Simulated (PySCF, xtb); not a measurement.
Bi(OH)(SiH3)2 (BiH7OSi2), SMILES [OH][Bi]([SiH3])[SiH3]. One conformer was computed; it need not be the lowest.

Harmonic wavenumbers (cm⁻¹) from xtb 6.7.1 with GFN2-xTB at its own minimum, in rising order: 63, 70, 97, 103, 121, 161, 327, 329, 401, 403, 424, 444, 450, 771, 795, 804, 804, 813, 826, 883, 2264, 2268, 2273, 2280, 2281, 2285, 3694.

Task: What does PBE0-D3(BJ)/def2-SVP (PySCF 2.14.0) give at its own minimum? (The exact figures need the calculation; the answer reports its results.)

Result: 65, 73, 89, 107, 113, 229, 275, 275, 439, 457, 468, 512, 541, 827, 862, 892, 923, 928, 931, 936, 2203, 2207, 2219, 2224, 2229, 2230, 3867. Paired by order, the mean absolute difference is 60 cm⁻¹ and the zero-point energies are 37.8 and 38.8 kcal/mol.
